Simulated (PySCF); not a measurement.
Computed shifts of a molecule C₃H₆BFO, PBE/pcSseg-1 (PySCF), GIAO, gas phase, equivalent atoms averaged, in ppm (number of nuclei): ¹⁹F: -330.0 (1). ¹³C: 83.1 (1), 80.8 (1), 20.7 (1). ¹H: 5.25 (2), 4.97 (2), 2.18 (2). References: ¹⁹F against CFCl3 (σ = 133.6 ppm); ¹³C against TMS (σ = 182.0 ppm); ¹¹B against BF3 (σ = 83.9 ppm); ¹⁷O against H2O (σ = 334.3 ppm); ¹H against TMS (σ = 31.49 ppm), references at their B3LYP-D3(BJ)/def2-TZVP geometries, non-relativistic. Geometry optimised at B3LYP-D3(BJ)/def2-SVP. Other conformers were not sampled.

Problem. Which molecule gave these data?
(A) OC1CB(F)C1
(B) CCB(F)C=O
(C) OB1CC(F)C1
(D) FCB1CCO1

Solution. D, FCB1CCO1
